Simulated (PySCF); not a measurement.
Geometry (Å), atoms numbered from 1 in this order:
```xyz
15

C     2.358   -2.243   -0.221
C     2.058   -1.065   -0.223
B     1.653    0.424   -0.225
O     2.623    1.370   -0.218
O     0.354    0.826   -0.230
C    -0.738   -0.036   -0.237
C    -1.954    0.400    0.507
C    -1.943    0.399   -1.000
H     2.639   -3.281   -0.219
H     2.241    2.255   -0.219
H    -0.470   -1.097   -0.234
H    -1.896    1.371    1.006
H    -2.541   -0.354    1.038
H    -2.522   -0.357   -1.537
H    -1.878    1.368   -1.501
```

- σ from GIAO-PBE0/pcSseg-1
- J: B3LYP/pcJ-1 (spin–dipole term only in couplings to heteroatoms)
- PBE0-D3(BJ)/def2-SVP structure
- code: PySCF
- non-relativistic, in vacuum, one computed conformer, equivalent nuclei averaged

Predict the 2D correlation tables (HSQC, COSY, HMBC).

Results:



HSQC (one-bond C–H):
| δH | δC | 1J(C,H) (Hz) |
| --- | --- | --- |
| 4.18 (H11) | 50.9 (C6) | 191 |
| 2.37 (H9) | 98.2 (C1) | 263 |
| 0.62 (H12/H15) | 7.9 (C7/C8) | 169 |
| 0.56 (H13/H14) | 7.9 (C7/C8) | 169 |

COSY cross peaks (|J| ≥ 2 Hz):
| δH | δH | abs. J (Hz) | bonds |
| --- | --- | --- | --- |
| 4.18 (H11) | 0.62 (H12/H15) | 3.4 | 3 |
| 4.18 (H11) | 0.56 (H13/H14) | 7.6 | 3 |
| 0.62 (H12/H15) | 0.56 (H13/H14) | 8.0 | 3 |

HMBC (two and three bonds, |J| ≥ 2.5 Hz):
| δH | δC [abs. J in Hz] |
| --- | --- |
| 2.37 (H9) | 85.4 (C2) [46.2] |
| 0.62 (H12/H15) | 50.9 (C6) [4.1] |
| 0.56 (H13/H14) | 7.9 (C7/C8) [2.8] |

Chemical shifts δ = σref − σ; 1H (σref 31.27), 13C (σref 184.41) against TMS, all at this level.

Exchangeable OH/NH protons stand at their gas-phase positions; hydrogen bonding in a real sample shifts them, mostly to higher δ. A carbon bonded to boron is broadened by the quadrupolar boron nucleus and is often missing from a measured spectrum. Unscaled 3J(H,H) at this level run about 10 % above measured values. Shifts are as computed. Against solution values, carbons near 30 ppm lie about +2 ppm off and those near 130 ppm about +5 ppm. Of 1211 compounds with measured shifts, 218 miss one by over three times the rms of a fit or turn the order of signals round; such compounds aren't used in these exercises.
